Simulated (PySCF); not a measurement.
Compound: [InClH3]- (charge -1).
Bonds: In1–Cl2. Hydrogens: H3, H4, H5 on In1.

Theory: PySCF, PBE0-D3(BJ)/def2-SVP geometry optimisation, gas phase, def2 core potentials past Kr.

Problem. How far are the bound atoms from In1?

Solution. 4 atoms: H5 1.776 Å, H4 1.777 Å, H3 1.778 Å, Cl2 2.496 Å.

Problem. List the angles at In1.

Solution. 
```csv
angle,degrees,distance of the outer atoms (Å)
H3–In1–H5,113.3,2.97
H4–In1–H5,113.2,2.97
H3–In1–H4,112.8,2.96
Cl2–In1–H4,105.7,3.43
Cl2–In1–H3,105.6,3.43
Cl2–In1–H5,105.4,3.43
```

Problem. What is the shape at In1?

Solution. Distorted tetrahedral: angles from 105.4° to 113.3°; τ4 = (360° − α − β)/141° = 0.95 with α and β the two widest (0 for a square, 1 for a tetrahedron).

Problem. What are the rotational constants (commonest isotopes, rigid rotor)?

Solution. A = 57025, B = 2892, C = 2891 MHz: a prolate symmetric top.

Point group: C3v (every atom within 0.08 Å of its image). Charge -1, singlet. The geometry's basis has no diffuse functions, a weakness for an anion. No frequency check.
